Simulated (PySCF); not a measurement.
This PySCF input asks for the NMR shieldings of `InChI=1S/C5H11BO2Si/c1-3-4-9(6,7)5-8-2/h7H,5-6H2,1-2H3/t9-/m1/s1`; the geometry comes from GFN2-xTB.

```python
import basis_set_exchange as bse
import numpy as np
from pyscf import gto, dft
from pyscf.prop import nmr

atoms = """
B    -0.252080   -2.648594   -0.596031
Si    0.124415   -1.112343    0.550936
O     0.335457   -1.635943    2.101488
C     1.579120   -0.024983    0.117793
C     2.511532    0.666453   -0.209749
C     3.630873    1.501679   -0.590197
C    -1.369512    0.121168    0.515128
O    -1.965523    0.002437   -0.768134
C    -3.034996    0.885384   -0.961565
H     0.154367   -2.692268   -1.690246
H    -0.900583   -3.550927   -0.234372
H     0.560085   -1.043806    2.815437
H     4.235054    1.741269    0.284837
H     3.271022    2.429194   -1.035495
H     4.253915    0.980318   -1.316750
H    -2.112214   -0.121973    1.290640
H    -1.064570    1.163893    0.684203
H    -3.838056    0.706225   -0.233593
H    -3.414857    0.713490   -1.967588
H    -2.708596    1.930004   -0.868262
"""
names = dict.fromkeys(["B", "Si", "O", "C", "H"], "pcSseg-1")
basis = {el: gto.basis.parse(bse.get_basis(n, elements=[el], fmt="nwchem")) for el, n in names.items()}
mol = gto.M(atom=atoms, basis=basis, charge=0, verbose=0)
mf = dft.RKS(mol, xc="PBE0")
mf.grids.level = 2
mf.grids.alignment = dft.numint.BLKSIZE   # the property module wants whole blocks of grid points
mf.conv_tol = 1e-9
mf.kernel()

calc = nmr.RKS(mf)   # GIAO
C = mf.mo_coeff
Co = C[:, mf.mo_occ > 0]
resp = mf.gen_response(singlet=True, hermi=2)
def vind(x):   # induced exchange potential for any number of trial vectors
    d = np.einsum("pi,xij,qj->xpq", C, 2 * x.reshape(-1, C.shape[1], Co.shape[1]), Co, optimize=True)
    return np.einsum("xpq,pi,qj->xij", resp(d - d.transpose(0, 2, 1)), C, Co, optimize=True).ravel()
mo1, _ = nmr.rhf.solve_mo1(calc, with_cphf=vind)
sigma = calc.kernel(mo1)
for i, s in enumerate(sigma):   # ppm
    print("%2d %-2s %9.2f" % (i, mol.atom_pure_symbol(i), np.trace(s) / 3))
```

Task: Give the expected output.

Result: 
```
 0 B     -12.78
 1 Si    381.55
 2 O     301.27
 3 C      96.97
 4 C      77.38
 5 C     180.95
 6 C     107.13
 7 O     337.10
 8 C     121.55
 9 H      21.69
10 H      21.42
11 H      30.34
12 H      29.64
13 H      29.61
14 H      29.58
15 H      28.20
16 H      28.19
17 H      28.70
18 H      28.05
19 H      28.65
```

These numbers come from an equivalent density-fitted implementation of the same equations, which agrees with the script to about 0.01 ppm for H and up to a few tenths of a ppm for heavy atoms, so last digits may differ.

Size and cost of the density-fitted run: 215 basis functions, 42 s wall time on 1 thread of an Arm Neoverse V2, shared host; peak memory 0.98 GiB.
